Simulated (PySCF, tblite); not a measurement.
C6H9NOSi.
Cartesian coordinates in Å at the GFN2-xTB level; atoms count from 1:
```xyz
18
C6H9NOSi angstrom
N      2.312    1.783    1.320
C      1.855    0.836    0.868
C      1.300   -0.340    0.277
C      0.723   -0.040   -1.116
C     -0.780    0.269   -0.972
C     -0.865    1.533   -0.174
O     -0.904    1.530    1.026
C     -1.396   -0.862   -0.152
Si    -0.178   -1.064    1.300
H      2.112   -1.067    0.201
H      0.830   -0.923   -1.750
H      1.248    0.790   -1.597
H     -1.239    0.399   -1.956
H     -0.845    2.477   -0.745
H     -1.451   -1.767   -0.756
H     -2.409   -0.608    0.151
H     -0.445   -0.445    2.584
H      0.123   -2.496    1.481
```

Level of theory: PBE0/pcSseg-1 in PySCF (dipole) on a GFN2-xTB geometry, gas phase.

Take the most abundant isotopes and a rigid rotor. The values belong to one conformer with, in the numbering `[N:1]#[C:2][C@@H:3]1[CH2:4][C@H:5]([CH:6]=[O:7])[CH2:8][SiH2:9]1`, C4–C5–C6–O7 -89°, C2–C3–C4–C5 -94°, C3–C4–C5–C6 65°, C4–C5–C8–Si9 46°, C5–C8–Si9–C3 -25°.

(1) What are A, B and C (cm⁻¹)?

(2) Classify the top.

(3) What does the inertial defect say?

(4) Where do the levels up to J = 5 lie, in MHz?

(5) Predict some low-J microwave lines.

(6) Estimate the classical rotational partition function at 50 K, 100 K and 298.15 K.

Answers

(1) Ia = 257.30, Ib = 355.48, Ic = 402.28 u·Å²; 505379 MHz·u·Å²/I gives 1964, 1422 and 1256 MHz, that is A = 0.06552, B = 0.04742, C = 0.04191 cm⁻¹.

(2) An asymmetric top: κ = (2 × 1422 − 1964 − 1256)/(1964 − 1256) = -0.53.

(3) Not planar: Δ = Ic − Ia − Ib = -210.50 u·Å². For a rigid frame Δ = −2 Σ m c², so Σ m c² = 105.25 u·Å² lies off the ab plane: 19.25 from hydrogen and 86.00 from heavier atoms. The atom farthest from that plane is 2.42 Å away.

(4) Above 0(0,0):
J = 1: 1(0,1) 2678, 1(1,1) 3220, 1(1,0) 3386
J = 2: 2(0,2) 8001, 2(1,2) 8411, 2(1,1) 8907, 2(2,1) 10535, 2(2,0) 10567
J = 3: 3(0,3) 15913, 3(1,3) 16178, 3(1,2) 17166, 3(2,2) 18569, 3(2,1) 18723, 3(3,1) 21713, 3(3,0) 21717
J = 4: 4(0,4) 26356, 4(1,4) 26505, 4(1,3) 28131, 4(2,3) 29255, 4(2,2) 29678, 4(3,2) 32479, 4(3,1) 32507, 4(4,1) 36808, 4(4,0) 36809
J = 5: 5(0,5) 39300, 5(1,5) 39375, 5(1,4) 41749, 5(2,4) 42573, 5(2,3) 43439, 5(3,3) 45945, 5(3,2) 46051, 5(4,2) 50270, 5(4,1) 50274, 5(5,1) 55831, 5(5,0) 55831
The levels of one J sum to (2J + 1)J(J + 1)(A + B + C)/3.

(5) The dipole components are |μa| = 4.56 D, |μb| = 0.04 D, |μc| = 3.29 D. The squared components, which scale the intensities, stand as 1.00 : 0.00 : 0.52 (a : b : c). Some lines, for components of 0.1 D or more:

| type | branch | J(Ka,Kc) | MHz | lower level (cm⁻¹) |
| --- | --- | --- | --- | --- |
| c | Q | 2(1,2) ← 2(0,2) | 410 | 0.267 |
| a | Q | 4(2,2) ← 4(2,3) | 423 | 0.976 |
| a | Q | 3(1,2) ← 3(1,3) | 988 | 0.540 |
| c | Q | 4(2,3) ← 4(1,3) | 1124 | 0.938 |
| c | Q | 3(2,2) ← 3(1,2) | 1402 | 0.573 |
| a | Q | 4(1,3) ← 4(1,4) | 1626 | 0.884 |
| c | Q | 2(2,1) ← 2(1,1) | 1628 | 0.297 |
| a | R | 1(0,1) ← 0(0,0) | 2678 | 0.000 |
| c | R | 1(1,0) ← 0(0,0) | 3386 | 0.000 |
| a | R | 2(1,2) ← 1(1,1) | 5191 | 0.107 |
| a | R | 2(0,2) ← 1(0,1) | 5324 | 0.089 |
| c | R | 2(2,0) ← 1(1,0) | 7181 | 0.113 |
| a | R | 3(2,2) ← 2(2,1) | 8034 | 0.351 |
| a | R | 3(1,2) ← 2(1,1) | 8259 | 0.297 |
| c | R | 3(2,2) ← 2(1,2) | 10158 | 0.281 |
| c | R | 4(2,2) ← 3(1,2) | 12512 | 0.573 |
| c | R | 4(2,3) ← 3(1,3) | 13077 | 0.540 |
| c | R | 4(3,2) ← 3(2,2) | 13911 | 0.619 |
| c | R | 4(4,1) ← 3(3,1) | 15095 | 0.724 |

(6) Point group C1, symmetry number σ = 1; q = (√π/σ)·√((kT/h)³/(ABC)), k/h = 20836.6 MHz/K: 31800 at 50 K, 90000 at 100 K, 463000 at 298.15 K.

Its GFN2-xTB frequencies are all real (lowest 85 cm⁻¹). No vibrational averaging or centrifugal distortion is included, and the geometry carries the error of its method. Quadrupole hyperfine structure (14N) is left out.
